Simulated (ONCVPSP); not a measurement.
**Configuration tests for B (ONCV)**

```
Element                 : boron (B)
Generator               : ONCVPSP 4.0.1
Type                    : optimised norm-conserving Vanderbilt (ONCV)
Functional              : PBE
Relativity              : scalar-relativistic
Frozen core             : [He]
Valence charge          : 3
Reference configuration : 2s2 2p0.75 (charge +0.25)
Partial waves           : 2s: rc 1.35 bohr, ncon 3, nbas 8, qcut 4.6 1/bohr, 3 projectors, debl 0.7 Ha; 2p: rc 2.60 bohr, ncon 4, nbas 8, qcut 4.7 1/bohr, 2 projectors, debl 1.1 Ha; d scattering state at 0.32 Ha: rc 2.75 bohr, ncon 4, nbas 8, qcut 3.6 1/bohr, 1 projector
Local potential         : polynomial inside 0.95 bohr (lpopt 5, dvloc0 6 Ha)
Core correction         : none
```

Energies are relative to the spin-unpolarised reference configuration 2s2 2p0.75; without spin polarisation the order of configurations can differ from experiment.

```json
{"valence configuration": "2s2 2p1", "charge": "0", "ΔE all-electron (eV)": "-1.163", "error AE − PS (meV)": "+1.6"}
{"valence configuration": "2s0 2p3", "charge": "0", "ΔE all-electron (eV)": "10.557", "error AE − PS (meV)": "-5.1"}
```

Task: What are ΔE and the potential's error for 2s1 2p0?

Result: ΔE = 32.478 eV all-electron; the error (AE − PS) is +167 meV.

Task: What are ΔE and the potential's error for 2s2 2p0?

Result: ΔE = 7.056 eV all-electron; the error (AE − PS) is +42 meV.

Levels in the configuration 2s2 2p0:

```
level  all-electron (eV)  pseudo (eV)
   2s            -19.511      -19.429
```

Note: ghosts flagged at negative energy: s at -929.6 eV; GHOST(+) flags only above 600 eV. A true bound ghost makes a file unfit for plane-wave use.
